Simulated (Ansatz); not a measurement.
One change: `NB[SeH]` becomes `NBN`.

Ansatz, PBE0-D4/def2-TZVP geometries, multiplicity 1. Each molecule was computed in one conformer, which needn't be the lowest.

Scalar relativity is left out up to krypton.

| property | `NB[SeH]` |
| --- | --- |
| size of the dipole moment (ωB97M-V/def2-TZVPP) / D | 2.01 |
| LUMO energy (PBE/def2-TZVPP) / eV | -0.62 |
| ideal-gas entropy at 298 K and 1 bar (rigid rotor, harmonic PBE0-D4/def2-TZVP) / J/(mol·K) | 290 |
| HOMO energy (B3LYP/def2-TZVPP) / eV | -6.58 |
| size of the dipole moment (B3LYP/def2-TZVPP) / D | 1.96 |
| LUMO energy (PBE0/def2-TZVPP) / eV | 0.25 |

Q: What does the change do to each property? (Estimate.)

A: Ansatz gave: 
| property | `NBN` | shift |
| --- | --- | --- |
| size of the dipole moment (ωB97M-V/def2-TZVPP) / D | 1.38 | -0.63 |
| LUMO energy (PBE/def2-TZVPP) / eV | 0.29 | 0.91 |
| ideal-gas entropy at 298 K and 1 bar (rigid rotor, harmonic PBE0-D4/def2-TZVP) / J/(mol·K) | 262 | -28 |
| HOMO energy (B3LYP/def2-TZVPP) / eV | -6.64 | -0.06 |
| size of the dipole moment (B3LYP/def2-TZVPP) / D | 1.36 | -0.60 |
| LUMO energy (PBE0/def2-TZVPP) / eV | 1.10 | 0.85 |

With PBE0 the HOMO falls by 0.06 eV and the LUMO rises by 0.85 eV, so the gap widens by about 0.91 eV. PBE moves the HOMO by 0.20 eV and ωB97M-V by -0.29 eV. The zero-point energy changes by 47.7 kJ/mol with +3 modes. Dipoles are sizes alone; their direction can turn.

B3LYP here is the variant with VWN-RPA as its local correlation; programs differ in this.

Spin–orbit coupling is left out; it splits and shifts lone-pair levels of the heavy atoms by tenths of an eV.
